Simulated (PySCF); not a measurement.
## Fractional electron number in V⁺ (vanadium, charge +1)

The 3d alpha orbital of [Ar] 3d4 is emptied in steps (occupation f), with all orbitals relaxed, ending at [Ar] 3d3. Computed with PySCF 2.14 in aug-cc-pVTZ (8s7p5d3f2g, 93 functions), with the non-relativistic Hamiltonian (point nucleus). The exact energy is a straight line in f; departures are measured from the line between the end points of the same method.

| f | BHandHLYP (eV) | wB97X (eV) | r2SCAN0 (eV) |
| --- | --- | --- | --- |
| 1 | 0.000 | 0.000 | 0.000 |
| 0.9 | -0.182 | -0.122 | -0.336 |
| 0.7 | -0.435 | -0.298 | -0.778 |
| 0.5 | -0.530 | -0.367 | -0.933 |
| 0.3 | -0.454 | -0.317 | -0.790 |
| 0.1 | -0.198 | -0.139 | -0.341 |
| 0 | 0.000 | 0.000 | 0.000 |

Problem. For BHandHLYP, how does the orbital energy at f = 1 compare with the removal energy?

Solution. −ε = 12.567 eV against a total-energy difference of 14.559 eV. By Janak's theorem ε = ∂E/∂f, so the gap between them reflects the curvature. Along the path −ε is 12.917 (f = 0.9), 13.679 (f = 0.7), 14.504 (f = 0.5), 15.380 (f = 0.3), 16.300 (f = 0.1) eV.

```
   method  E(f=0) − E(f=1) (eV)  −ε at f=1 (eV)  −ε at f=0.5 (eV)
BHandHLYP                14.559          12.567            14.504
    wB97X                14.693          13.371            14.638
  r2SCAN0                14.755          11.176            14.718
```

Reference removal energy between the ground levels: 14.634 ± 0.007 eV (measured; NIST Atomic Spectra Database, ionization energies). The calculation has no spin-orbit coupling. The determinant left behind need not be the lowest term of the ion.
